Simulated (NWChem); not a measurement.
System: CH4Be; SMILES [BeH][CH3]

Excerpt of the output:

```
             Northwest Computational Chemistry Package (NWChem) 7.3.0
             --------------------------------------------------------

                             Geometry "geometry" -> ""
                             -------------------------

 Output coordinates in angstroms (scale by  1.889725989 to convert to a.u.)

  No.       Tag          Charge          X              Y              Z
 ---- ---------------- ---------- -------------- -------------- --------------
    1 Be                   4.0000     0.00000000     0.00000000    -1.06059400
    2 H                    1.0000     0.00000000     0.00000000    -2.40496800
    3 C                    6.0000     0.00000000     0.00000000     0.61892100
    4 H                    1.0000     0.72357300     0.73124800     1.04428600
    5 H                    1.0000     0.27149300    -0.99225600     1.04428600
    6 H                    1.0000    -0.99506600     0.26100800     1.04428600

 Effective nuclear repulsion energy (a.u.)      22.7854084498

  pbe96 is a nonlocal functional; adding pw91lda local functional.

                                 NWChem DFT Module
                                 -----------------

 Summary of "ao basis" -> "ao basis" (spherical)
 ------------------------------------------------------------------------------
       Tag                 Description            Shells   Functions and Types
 ---------------- ------------------------------  ------  ---------------------
 Be                         def2-svp                 5        9   3s2p
 H                          def2-svp                 3        5   2s1p
 C                          def2-svp                 6       14   3s2p1d

            General Information
            -------------------
          SCF calculation type: DFT
          Wavefunction type:  closed shell.
          No. of atoms     :     6
          No. of electrons :    14
           Alpha electrons :     7
            Beta electrons :     7
          Charge           :     0
          Spin multiplicity:     1
          Use of symmetry is: off; symmetry adaption is: off
          Maximum number of iterations: 150
          AO basis - number of functions:    43
                     number of shells:    23
          Convergence on energy requested:  1.00D-06
          Convergence on density requested:  1.00D-05
          Convergence on gradient requested:  5.00D-04

              XC Information
              --------------
                     Hartree-Fock (Exact) Exchange  1.000
                     LC-wPBE(h)Exchange Functional  1.000
            Perdew 1991 LDA Correlation Functional  1.000 local
           PerdewBurkeErnz. Correlation Functional  1.000 non-local

           Range-Separation Parameters
           ---------------------------
           Alpha           :  0.00
           Beta            :  1.00
           Gamma           :  0.50
           Short-Range HF  :     F

             Grid Information
             ----------------
          Grid used for XC integration:  medium
          Radial quadrature: Mura-Knowles
          Angular quadrature: Lebedev.
          Tag              B.-S. Rad. Rad. Pts. Rad. Cut. Ang. Pts.
          ---              ---------- --------- --------- ---------
          Be                  1.05       49           8.0       434
          H                   0.35       45          10.0       434
          C                   0.70       49           9.0       434
          Grid pruning is: on
          Number of quadrature shells:   278
          Spatial weights used:  Erf1

      Superposition of Atomic Density Guess
      -------------------------------------

 Sum of atomic energies:         -54.17565343

      Non-variational initial energy
      ------------------------------

 Total energy =     -54.943907
 1-e energy   =    -115.843293
 2-e energy   =      38.113978
 HOMO         =      -0.356263
 LUMO         =       0.041774

   convergence    iter        energy       DeltaE   RMS-Dens  Diis-err
 ---------------- ----- ----------------- --------- --------- ---------
 d= 0,ls=0.0,diis     1    -55.1326790385 -7.79D+01  9.31D-03  1.52D-01
 d= 0,ls=0.0,diis     2    -55.1536904380 -2.10D-02  2.87D-03  1.85D-02
 d= 0,ls=0.0,diis     3    -55.1564199857 -2.73D-03  1.16D-03  2.74D-03
 d= 0,ls=0.0,diis     4    -55.1568580178 -4.38D-04  2.60D-04  2.15D-05
 d= 0,ls=0.0,diis     5    -55.1568666364 -8.62D-06  4.16D-05  3.81D-07
 d= 0,ls=0.0,diis     6    -55.1568667963 -1.60D-07  3.76D-06  3.27D-09

         Total DFT energy =      -55.156866796301
      One electron energy =     -117.865903701028
           Coulomb energy =       49.630222907523
    Exchange-Corr. energy =       -9.706594452581
 Nuclear repulsion energy =       22.785408449785

 Numeric. integr. density =       13.999999554947

                       DFT Final Molecular Orbital Analysis
                       ------------------------------------

 Vector    5  Occ=2.000000D+00  E=-5.199269D-01
              MO Center= -4.5D-03, -2.4D-01,  7.9D-01, r^2= 1.3D+00
   Bfn.  Coefficient  Atom+Function         Bfn.  Coefficient  Atom+Function
  ----- ------------  ---------------      ----- ------------  ---------------
    19      0.391025  3 C  py                34     -0.350185  5 H  s
    39      0.218794  6 H  s                 22      0.200202  3 C  py
    18     -0.170041  3 C  px                35     -0.140266  5 H  s
    29      0.131391  4 H  s                 40      0.087638  6 H  s
    21     -0.087060  3 C  px                30      0.052628  4 H  s

 Vector    6  Occ=2.000000D+00  E=-4.698535D-01
              MO Center=  5.5D-08,  4.3D-08, -1.3D+00, r^2= 2.4D+00
   Bfn.  Coefficient  Atom+Function         Bfn.  Coefficient  Atom+Function
  ----- ------------  ---------------      ----- ------------  ---------------
     2      0.389688  1 Be s                 10      0.340654  2 H  s
    20     -0.255330  3 C  pz                 1     -0.216135  1 Be s
    11      0.177613  2 H  s                 23     -0.176821  3 C  pz
     6      0.083007  1 Be pz                17      0.072453  3 C  s
     9     -0.069692  1 Be pz                29     -0.068879  4 H  s

 Vector    7  Occ=2.000000D+00  E=-4.323216D-01
              MO Center= -9.2D-09,  5.8D-08, -5.2D-01, r^2= 2.5D+00
   Bfn.  Coefficient  Atom+Function         Bfn.  Coefficient  Atom+Function
  ----- ------------  ---------------      ----- ------------  ---------------
     6      0.420252  1 Be pz                20      0.403336  3 C  pz
    10      0.250699  2 H  s                 23      0.178359  3 C  pz
     9     -0.109656  1 Be pz                29      0.089724  4 H  s
    34      0.089724  5 H  s                 39      0.089724  6 H  s
    16     -0.087361  3 C  s                 11      0.083811  2 H  s

 Vector    8  Occ=0.000000D+00  E= 7.010798D-02
              MO Center=  1.5D-02,  1.0D-02, -1.2D+00, r^2= 4.3D+00
   Bfn.  Coefficient  Atom+Function         Bfn.  Coefficient  Atom+Function
  ----- ------------  ---------------      ----- ------------  ---------------
     7      0.638449  1 Be px                 8     -0.515612  1 Be py
     4     -0.278774  1 Be px                40      0.240107  6 H  s
     5      0.225138  1 Be py                35     -0.213621  5 H  s
    39      0.099797  6 H  s                 34     -0.088789  5 H  s
    21     -0.039889  3 C  px                18     -0.039247  3 C  px

 Vector    9  Occ=0.000000D+00  E= 7.010801D-02
              MO Center= -1.5D-02, -1.0D-02, -1.2D+00, r^2= 4.3D+00
   Bfn.  Coefficient  Atom+Function         Bfn.  Coefficient  Atom+Function
  ----- ------------  ---------------      ----- ------------  ---------------
     8      0.638449  1 Be py                 7      0.515612  1 Be px
     5     -0.278774  1 Be py                30     -0.261960  4 H  s
     4     -0.225138  1 Be px                35      0.153917  5 H  s
    29     -0.108880  4 H  s                 40      0.108042  6 H  s
    34      0.063974  5 H  s                 39      0.044907  6 H  s

 Vector   10  Occ=0.000000D+00  E= 1.025899D-01
              MO Center= -4.3D-06, -3.2D-06, -5.4D-01, r^2= 7.1D+00
   Bfn.  Coefficient  Atom+Function         Bfn.  Coefficient  Atom+Function
  ----- ------------  ---------------      ----- ------------  ---------------
     3      1.730432  1 Be s                 17     -1.115627  3 C  s
    11     -0.489203  2 H  s                  9      0.365478  1 Be pz
     2     -0.249936  1 Be s                 10     -0.139328  2 H  s
    16     -0.129932  3 C  s                 23      0.121938  3 C  pz
    30      0.120299  4 H  s                 35      0.120298  5 H  s

     Multipole analysis of the density
     ---------------------------------

     L   x y z        total         alpha         beta         nuclear
     -   - - -        -----         -----         ----         -------
     0   0 0 0     -0.000000     -7.000000     -7.000000     14.000000

     1   1 0 0     -0.000000     -0.000000     -0.000000      0.000000
     1   0 1 0     -0.000000     -0.000000     -0.000000      0.000000
     1   0 0 1      0.231149     -0.072491     -0.072491      0.376131

     2   2 0 0     -9.673416     -7.671102     -7.671102      5.668788
     2   1 1 0      0.000001     -0.000001     -0.000001      0.000002
     2   1 0 1      0.000001      0.000000      0.000000      0.000000
     2   0 2 0     -9.673417     -7.671099     -7.671099      5.668782
     2   0 1 1      0.000000      0.000000      0.000000      0.000000
     2   0 0 2    -13.923228    -35.268170    -35.268170     56.613113

                                 NWChem DFT Module
                                 -----------------

            General Information
            -------------------
          SCF calculation type: DFT
          Wavefunction type:  spin polarized.
          No. of atoms     :     6
          No. of electrons :    13
           Alpha electrons :     7
            Beta electrons :     6
          Charge           :     1
          Spin multiplicity:     2
          Use of symmetry is: off; symmetry adaption is: off
          Maximum number of iterations: 150
          This is a Direct SCF calculation.
          AO basis - number of functions:    43
                     number of shells:    23
          Convergence on energy requested:  1.00D-06
          Convergence on density requested:  1.00D-05
          Convergence on gradient requested:  5.00D-04

              XC Information
              --------------
                     Hartree-Fock (Exact) Exchange  1.000
                     LC-wPBE(h)Exchange Functional  1.000
            Perdew 1991 LDA Correlation Functional  1.000 local
           PerdewBurkeErnz. Correlation Functional  1.000 non-local

           Range-Separation Parameters
           ---------------------------
           Alpha           :  0.00
           Beta            :  1.00
           Gamma           :  0.50
           Short-Range HF  :     F

             Grid Information
             ----------------
          Grid used for XC integration:  medium
          Radial quadrature: Mura-Knowles
          Angular quadrature: Lebedev.
          Tag              B.-S. Rad. Rad. Pts. Rad. Cut. Ang. Pts.
          ---              ---------- --------- --------- ---------
          Be                  1.05       49           8.0       434
          H                   0.35       45          10.0       434
          C                   0.70       49           9.0       434
          Grid pruning is: on
          Number of quadrature shells:   278
          Spatial weights used:  Erf1

      Superposition of Atomic Density Guess
      -------------------------------------

 Sum of atomic energies:         -54.17565343

 Renormalizing density from      14.00 to     13

      Non-variational initial energy
      ------------------------------

 Total energy =     -51.919781
 1-e energy   =    -107.568772
 2-e energy   =      32.863583
 HOMO         =      -0.679694
 LUMO         =      -0.218699

   convergence    iter        energy       DeltaE   RMS-Dens  Diis-err
 ---------------- ----- ----------------- --------- --------- ---------
 d= 0,ls=0.0,diis     1    -54.5584061573 -7.73D+01  1.27D-02  3.23D-01
                                                     1.30D-02  2.77D-01
 d= 0,ls=0.0,diis     2    -54.6491763708 -9.08D-02  5.69D-03  1.62D-01
                                                     4.88D-03  1.23D-01
 d= 0,ls=0.0,diis     3    -54.7309853680 -8.18D-02  1.35D-03  8.72D-04
                                                     1.50D-03  9.56D-04
 d= 0,ls=0.0,diis     4    -54.7333438597 -2.36D-03  7.08D-04  2.81D-04
                                                     1.20D-03  2.66D-04
 d= 0,ls=0.0,diis     5    -54.7345683421 -1.22D-03  5.91D-04  1.85D-04
                                                     1.04D-03  1.26D-04
  Resetting Diis
 d= 0,ls=0.0,diis     6    -54.7354644645 -8.96D-04  1.24D-03  9.74D-05
                                                     2.24D-03  8.15D-05
 d= 0,ls=0.0,diis     7    -54.7366703018 -1.21D-03  1.02D-04  1.09D-05
                                                     2.36D-04  1.93D-05
 d= 0,ls=0.0,diis     8    -54.7367302844 -6.00D-05  2.14D-04  1.07D-05
                                                     4.08D-04  1.29D-05
 d= 0,ls=0.0,diis     9    -54.7368217020 -9.14D-05  2.72D-04  4.92D-06
                                                     5.09D-04  6.35D-06
 d= 0,ls=0.0,diis    10    -54.7368979852 -7.63D-05  1.84D-04  2.43D-06
                                                     3.29D-04  1.85D-06
 d= 0,ls=0.0,diis    11    -54.7369219036 -2.39D-05  7.02D-05  1.27D-07
                                                     1.45D-04  3.25D-07
 d= 0,ls=0.0,diis    12    -54.7369252961 -3.39D-06  1.49D-05  2.24D-08
                                                     3.35D-05  2.19D-08
 d= 0,ls=0.0,diis    13    -54.7369254472 -1.51D-07  1.89D-06  1.12D-09
                                                     3.66D-06  1.81D-09

         Total DFT energy =      -54.736925447226
      One electron energy =     -113.402972359975
           Coulomb energy =       45.261163431267
    Exchange-Corr. energy =       -9.380524968302
 Nuclear repulsion energy =       22.785408449785

 Numeric. integr. density =       12.999999185710

                    DFT Final Alpha Molecular Orbital Analysis
                    ------------------------------------------

 Vector    5  Occ=1.000000D+00  E=-8.336411D-01
              MO Center=  7.0D-02, -1.9D-01,  7.6D-01, r^2= 1.2D+00
   Bfn.  Coefficient  Atom+Function         Bfn.  Coefficient  Atom+Function
  ----- ------------  ---------------      ----- ------------  ---------------
    19      0.464847  3 C  py                34     -0.346980  5 H  s
    22      0.239392  3 C  py                29      0.185683  4 H  s
    39      0.161294  6 H  s                 18     -0.107134  3 C  px
     5     -0.061413  1 Be py                21     -0.055173  3 C  px
    35     -0.054681  5 H  s                 30      0.029262  4 H  s

 Vector    6  Occ=1.000000D+00  E=-8.266200D-01
              MO Center=  7.3D-07,  2.1D-06,  3.8D-01, r^2= 1.2D+00
   Bfn.  Coefficient  Atom+Function         Bfn.  Coefficient  Atom+Function
  ----- ------------  ---------------      ----- ------------  ---------------
    20      0.542233  3 C  pz                 2     -0.334077  1 Be s
     6      0.284061  1 Be pz                23      0.222446  3 C  pz
     1      0.154053  1 Be s                 29      0.127684  4 H  s
    34      0.127678  5 H  s                 39      0.127681  6 H  s
    17      0.106876  3 C  s                  3      0.080128  1 Be s

[...]
```

Level: LC-wPBE (HJS exchange hole, range parameter 0.5 per bohr)/def2-SVP, vertical spin-unrestricted ions. All runs use the structure optimised with PBE-D3(BJ)/def2-SVP.

### Question
Reconstruct the input file.

### Answer
One answer among several that fit: the input that was run:
```
start job
memory heap 200 mb stack 900 mb global 1100 mb
geometry units angstroms noautosym nocenter noautoz
  Be     0.000000     0.000000    -1.060594
  H      0.000000     0.000000    -2.404968
  C      0.000000     0.000000     0.618921
  H      0.723573     0.731248     1.044286
  H      0.271493    -0.992256     1.044286
  H     -0.995066     0.261008     1.044286
end
basis spherical
  * library def2-svp
end
dft
  xc xwpbe 1.00 cpbe96 1.0 hfexch 1.00
  cam 0.5 cam_alpha 0.0 cam_beta 1.0
  iterations 150
  vectors input atomic output neutral.movecs
end
task dft energy
charge 1
dft
  odft
  mult 2
  vectors input atomic output cation.movecs
end
task dft energy
```
